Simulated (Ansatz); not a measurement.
**Cost against result**

Saddle point of SiN$_{2}$H$_{8}$O, singlet (SiNH₅O ([NH2][SiH2][OH]) + NH₃ → SiN₂H₆ ([NH2][SiH2][NH2]) + H₂O; bonds formed: Si1–N7, O2–H6; bonds broken: Si1–O2, H6–N7), PBE0-D4/def2-TZVP structure:

Si1  (0.461, -0.475, 0.072)
O2  (-1.475, -0.162, -0.493)
H3  (0.468, -1.598, -0.912)
H4  (1.932, -0.442, 0.440)
N5  (-0.142, -0.461, 1.661)
H6  (-0.769, 0.773, -0.977)
N7  (0.402, 1.128, -0.893)
H8  (-1.784, -0.812, -1.127)
H9  (0.467, -0.538, 2.456)
H10  (-1.124, -0.505, 1.865)
H11  (0.953, 1.137, -1.743)
H12  (0.613, 1.955, -0.349)
(Å)

Barriers are electronic and count from the start structure reached by relaxing down the imaginary mode.

Computed with Ansatz 0.2.0 (basis: as named in each row); correlated methods freeze the cores. B3LYP uses VWN-RPA correlation. Extrapolation: Hartree–Fock as exp(−7.88 √X), correlation as X^−2.97.

Times are rough, for one single point on 4 threads of a shared host (Arm Neoverse V1).

The estimate by CCSD(T) at an estimated basis limit (MP2 extrapolated from triple and quadruple zeta, plus CCSD(T) − MP2 in triple zeta) is 32.55 kcal/mol.

```json
{"method": "HF", "basis": "STO-3G", "time (s)": "under 1", "barrier (kcal/mol)": "38.90", "method less estimate": "6.35"}
{"method": "PBE-D4", "basis": "STO-3G", "time (s)": "under 1", "barrier (kcal/mol)": "-2.67", "method less estimate": "-35.22"}
{"method": "SPW92", "basis": "def2-SVP", "time (s)": "under 1", "barrier (kcal/mol)": "12.76", "method less estimate": "-19.79"}
{"method": "B3LYP-D4", "basis": "6-31G", "time (s)": "under 1", "barrier (kcal/mol)": "16.81", "method less estimate": "-15.74"}
{"method": "PBE-D4", "basis": "def2-SVP", "time (s)": "under 1", "barrier (kcal/mol)": "21.49", "method less estimate": "-11.06"}
{"method": "PBE0-D4", "basis": "def2-SVP", "time (s)": "under 1", "barrier (kcal/mol)": "24.52", "method less estimate": "-8.04"}
{"method": "SPW92", "basis": "def2-TZVPP", "time (s)": "1", "barrier (kcal/mol)": "17.66", "method less estimate": "-14.89"}
{"method": "PBE-D4", "basis": "def2-TZVPP", "time (s)": "2", "barrier (kcal/mol)": "26.04", "method less estimate": "-6.51"}
{"method": "BLYP-D4", "basis": "def2-TZVPP", "time (s)": "2", "barrier (kcal/mol)": "31.00", "method less estimate": "-1.55"}
{"method": "B3LYP-D4", "basis": "def2-TZVPP", "time (s)": "2", "barrier (kcal/mol)": "32.76", "method less estimate": "0.21"}
{"method": "BHLYP-D4", "basis": "def2-TZVPP", "time (s)": "2", "barrier (kcal/mol)": "36.22", "method less estimate": "3.67"}
{"method": "CAM-B3LYP-D4", "basis": "def2-TZVPP", "time (s)": "3", "barrier (kcal/mol)": "32.50", "method less estimate": "-0.05"}
{"method": "r2SCAN-D4", "basis": "def2-TZVPP", "time (s)": "4", "barrier (kcal/mol)": "28.58", "method less estimate": "-3.97"}
{"method": "wB97M-V", "basis": "def2-SVP", "time (s)": "4", "barrier (kcal/mol)": "26.53", "method less estimate": "-6.02"}
{"method": "CCSD(T)", "basis": "def2-SVP", "time (s)": "4", "barrier (kcal/mol)": "31.17", "method less estimate": "-1.38"}
{"method": "PBE0-D4", "basis": "def2-TZVPP", "time (s)": "4", "barrier (kcal/mol)": "28.79", "method less estimate": "-3.76"}
{"method": "r2SCAN0-D4", "basis": "def2-TZVPP", "time (s)": "4", "barrier (kcal/mol)": "30.43", "method less estimate": "-2.12"}
{"method": "B2PLYP", "basis": "def2-TZVPP", "time (s)": "5", "barrier (kcal/mol)": "33.25", "method less estimate": "0.70"}
{"method": "PBE-QIDH", "basis": "def2-TZVPP", "time (s)": "6", "barrier (kcal/mol)": "30.54", "method less estimate": "-2.01"}
{"method": "RPA on PBE", "basis": "def2-TZVPP", "time (s)": "6", "barrier (kcal/mol)": "32.70", "method less estimate": "0.14"}
{"method": "wB97X-V", "basis": "def2-TZVPP", "time (s)": "7", "barrier (kcal/mol)": "31.83", "method less estimate": "-0.72"}
{"method": "B97M-V", "basis": "def2-TZVPP", "time (s)": "8", "barrier (kcal/mol)": "32.89", "method less estimate": "0.34"}
{"method": "wB97M-V", "basis": "def2-TZVPP", "time (s)": "8", "barrier (kcal/mol)": "31.29", "method less estimate": "-1.26"}
{"method": "MP2", "basis": "def2-QZVPP", "time (s)": "28", "barrier (kcal/mol)": "31.04", "method less estimate": "-1.51"}
{"method": "CCSD(T)", "basis": "def2-TZVPP", "time (s)": "150", "barrier (kcal/mol)": "32.67", "method less estimate": "0.12"}
```

All methods are single points on the PBE0-D4 structures; a negative value means that the method puts the saddle structure below the start.

No T1 diagnostic of these runs exceeds 0.011.

Labels in which every atom is bracketed show which atoms are joined, not bond orders.
